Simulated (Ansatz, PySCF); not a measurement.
H₆O₂P₂Si, SMILES P[Si](O)(P)O. Atoms are numbered in the order given.

```xyz
11

O     -0.7905    -0.8398     1.5032
Si    -0.1329    -0.3379     0.0544
O     -0.3164    -1.4833    -1.1465
P      2.1169    -0.1405     0.2265
P     -1.2004     1.6254    -0.3336
H     -0.4211    -1.6486     1.8807
H     -1.2182    -1.6482    -1.4497
H      2.2546     0.4503    -1.0669
H      2.0357     1.1151     0.9039
H     -2.4599     0.9986    -0.6009
H     -0.8133     1.6407    -1.7101
```

Geometry optimised at B3LYP-D3(BJ)/def2-SVP. This is a generated structure with no PubChem entry under its InChIKey; it may be hypothetical. The values are those of a single conformer.

Two levels are set side by side: PBE-D3(BJ)/def2-SVP (Ansatz, an electronic-structure program) and B3LYP-D3(BJ)/def2-SVP (Ansatz). Each level has its own optimised geometry; the coordinates shown are those of the second. Frequencies come from the Hessian of PySCF at each geometry. Differences are taken from unrounded values.

```json
[
 {"quantity": "mean bond length (Å)", "B3LYP-D3(BJ)": "1.552", "PBE-D3(BJ)": "1.563", "PBE-D3(BJ) minus B3LYP-D3(BJ)": "0.011"},
 {"quantity": "bond O1–Si2 (Å)", "B3LYP-D3(BJ)": "1.668", "PBE-D3(BJ)": "1.682", "PBE-D3(BJ) minus B3LYP-D3(BJ)": "0.014"},
 {"quantity": "bond Si2–O3 (Å)", "B3LYP-D3(BJ)": "1.670", "PBE-D3(BJ)": "1.684", "PBE-D3(BJ) minus B3LYP-D3(BJ)": "0.014"},
 {"quantity": "bond Si2–P4 (Å)", "B3LYP-D3(BJ)": "2.265", "PBE-D3(BJ)": "2.271", "PBE-D3(BJ) minus B3LYP-D3(BJ)": "0.006"},
 {"quantity": "bond Si2–P5 (Å)", "B3LYP-D3(BJ)": "2.268", "PBE-D3(BJ)": "2.275", "PBE-D3(BJ) minus B3LYP-D3(BJ)": "0.007"},
 {"quantity": "bond O1–H6 (Å)", "B3LYP-D3(BJ)": "0.966", "PBE-D3(BJ)": "0.975", "PBE-D3(BJ) minus B3LYP-D3(BJ)": "0.009"},
 {"quantity": "bond O3–H7 (Å)", "B3LYP-D3(BJ)": "0.966", "PBE-D3(BJ)": "0.975", "PBE-D3(BJ) minus B3LYP-D3(BJ)": "0.009"},
 {"quantity": "bond P4–H8 (Å)", "B3LYP-D3(BJ)": "1.429", "PBE-D3(BJ)": "1.441", "PBE-D3(BJ) minus B3LYP-D3(BJ)": "0.012"},
 {"quantity": "bond P4–H9 (Å)", "B3LYP-D3(BJ)": "1.429", "PBE-D3(BJ)": "1.441", "PBE-D3(BJ) minus B3LYP-D3(BJ)": "0.012"},
 {"quantity": "bond P5–H10 (Å)", "B3LYP-D3(BJ)": "1.432", "PBE-D3(BJ)": "1.444", "PBE-D3(BJ) minus B3LYP-D3(BJ)": "0.012"},
 {"quantity": "bond P5–H11 (Å)", "B3LYP-D3(BJ)": "1.430", "PBE-D3(BJ)": "1.442", "PBE-D3(BJ) minus B3LYP-D3(BJ)": "0.012"},
 {"quantity": "highest harmonic wavenumber (cm⁻¹)", "B3LYP-D3(BJ)": "3854", "PBE-D3(BJ)": "3741", "PBE-D3(BJ) minus B3LYP-D3(BJ)": "-113"},
 {"quantity": "mean harmonic wavenumber (cm⁻¹)", "B3LYP-D3(BJ)": "1046", "PBE-D3(BJ)": "1015", "PBE-D3(BJ) minus B3LYP-D3(BJ)": "-31"},
 {"quantity": "zero-point energy (kcal/mol)", "B3LYP-D3(BJ)": "40.36", "PBE-D3(BJ)": "39.17", "PBE-D3(BJ) minus B3LYP-D3(BJ)": "-1.19"}
]
```

Exact exchange shortens and stiffens bonds; PBE has none. Differences between two approximate levels are no errors against the true value.
